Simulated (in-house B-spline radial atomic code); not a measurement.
Configurations of Pd+, with energies counted from [Kr] 4d9. Computed with an all-electron radial atomic-structure program (B-spline basis): scalar-relativistic (X2C) TPSSh, spin-polarised, spherical fractional occupations, exact exchange averaged over the configuration, Fermi nucleus of rms radius 4.5318 fm. Shells without spins written out take the highest spin.

Occupations are held fixed; configurations that lie above the ionisation limit could autoionise.

```csv
configuration,E - E(ref) (eV),highest orbital,its <r> (bohr)
[Kr] 4d8 5p1,9.0785,5p up,3.484
[Kr] 4d8 4f1,16.408,4f up,8.546
[Ar] 3d10 4s2 4p5 4d10,48.974,4d down,1.443
[Ar] 3d10 4s2 4p5 4d9 5f1,67.397,5f up,14.75
```

**Question.** Order these further configurations by energy, lowest first.
A. [Ar] 3d10 4s2 4p5 4d9 5s1
B. [Ar] 3d10 4s2 4p5 4d9 5d1
C. [Ar] 3d10 4s2 4p5 4d9 4f1
D. [Kr] 4d8 5f1
E. [Ar] 3d9 4s2 4p6 4d10

**Answer.** D (17.596 eV), A (53.35 eV), B (64.02 eV), C (66.209 eV), E (332.36 eV).
